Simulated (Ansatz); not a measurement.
Cost and result for the atomization energy of C2H4NOSi (`CO[SiH]C#N`) radical (9 atoms, 8 bonds).

| atom | x (Å) | y (Å) | z (Å) |
| --- | --- | --- | --- |
| C1 | 1.256 | 0.467 | 0.515 |
| O2 | 0.400 | -0.642 | 0.719 |
| Si3 | -0.696 | -1.224 | -0.335 |
| C4 | -1.636 | 0.181 | -1.084 |
| N5 | -2.147 | 1.051 | -1.646 |
| H6 | 1.681 | 0.738 | 1.481 |
| H7 | 2.067 | 0.207 | -0.170 |
| H8 | 0.707 | 1.323 | 0.113 |
| H9 | -1.632 | -2.100 | 0.407 |

Charge 0, multiplicity 2. The geometry is a stationary point of PBE0-D4/def2-TZVP. It is one conformer, not always the lowest. Program: Ansatz. Hardware: A = 2 threads of an AMD EPYC 7R13 on a shared host; B = 2 threads of an AMD EPYC 7R13 on a shared host and a share of an NVIDIA H100 80 GB. Times are those of one run each, without the atoms' runs, and a repeat can differ threefold. Electronic energies, without spin–orbit coupling; frozen cores. CCSD(T)/CBS adds CCSD(T) − MP2 in def2-TZVPP to the MP2 limit, and its time is that of the two runs behind it. T1 = 0.019; ⟨S²⟩ of the reference is 0.79. B3LYP takes the VWN-RPA correlation (the form of Gaussian; ORCA's B3LYP/G). HSE06 is the plane-wave form, built on full-range PBE exchange.

CCSD(T)/CBS is a level of theory with its own doubt, some kJ/mol a heavy atom from the limit and from the frozen cores, so smaller differences don't rank the functionals.

```json
{"level": "LDA (SPW92)/def2-TZVPP [A]", "functions": "222", "wall time": "2.8 s"}
{"level": "MP2/def2-QZVPP [B]", "functions": "418", "wall time": "4.6 s"}
{"level": "revPBE-D4/def2-TZVPP [A]", "functions": "222", "wall time": "5.5 s"}
{"level": "CAM-B3LYP-D4/def2-TZVPP [A]", "functions": "222", "wall time": "6.5 s"}
{"level": "B3LYP-D4/def2-TZVPP (with forces) [A]", "functions": "222", "wall time": "6.5 s"}
{"level": "HSE06-D4/def2-TZVPP [A]", "functions": "222", "wall time": "7 s"}
{"level": "r2SCAN-D4/def2-TZVPP (with forces) [A]", "functions": "222", "wall time": "10 s"}
{"level": "r2SCANh-D4/def2-TZVPP [A]", "functions": "222", "wall time": "13 s"}
{"level": "ωB97X-V/def2-TZVPP [A]", "functions": "222", "wall time": "15 s"}
{"level": "CCSD(T)/def2-SVP [A]", "functions": "94", "wall time": "17 s"}
{"level": "ωB97M-V/def2-TZVPP (with forces) [A]", "functions": "222", "wall time": "17 s"}
{"level": "CCSD(T)/def2-TZVPP [B]", "functions": "222", "wall time": "30 s"}
{"level": "CCSD(T)/CBS(def2)", "functions": "–", "wall time": "35 s"}
```

What atomization energy does each give, and how far from CCSD(T)/CBS? (Estimate.)

Ansatz gave: 
| level | atomization (kcal/mol) | difference from CCSD(T)/CBS | per bond |
| --- | --- | --- | --- |
| LDA (SPW92)/def2-TZVPP [A] | 989.6 | 134.7 | 16.8 |
| MP2/def2-QZVPP [B] | 867.4 | 12.5 | 1.6 |
| revPBE-D4/def2-TZVPP [A] | 859.4 | 4.5 | 0.6 |
| CAM-B3LYP-D4/def2-TZVPP [A] | 861.5 | 6.6 | 0.8 |
| B3LYP-D4/def2-TZVPP (with forces) [A] | 859.1 | 4.2 | 0.5 |
| HSE06-D4/def2-TZVPP [A] | 858.0 | 3.1 | 0.4 |
| r2SCAN-D4/def2-TZVPP (with forces) [A] | 858.5 | 3.6 | 0.4 |
| r2SCANh-D4/def2-TZVPP [A] | 849.7 | -5.2 | -0.7 |
| ωB97X-V/def2-TZVPP [A] | 858.8 | 3.9 | 0.5 |
| CCSD(T)/def2-SVP [A] | 801.1 | -53.8 | -6.7 |
| ωB97M-V/def2-TZVPP (with forces) [A] | 858.5 | 3.6 | 0.4 |
| CCSD(T)/def2-TZVPP [B] | 829.6 | -25.3 | -3.2 |
| CCSD(T)/CBS(def2) | 854.9 | 0.0 | 0.0 |

In def2-TZVPP, CCSD(T) changes the Hartree–Fock value by +234.2 kcal/mol (the triples alone add +16.9 kcal/mol) and MP2 by +256.8 kcal/mol; breaking electron pairs costs correlation energy, which Hartree–Fock lacks. From PBE to PBE0 (25 % exact exchange), in def2-TZVPP and without D4, the atomization energy moves by −25.5 kcal/mol: exact exchange takes away binding that semilocal exchange gives to molecules. The D4 term adds +7.0 kcal/mol with B3LYP and +3.7 kcal/mol with PBE0; it sums over pairs of atoms, weighted by their polarisabilities, and B3LYP, whose exchange is more repulsive, gets the larger term.
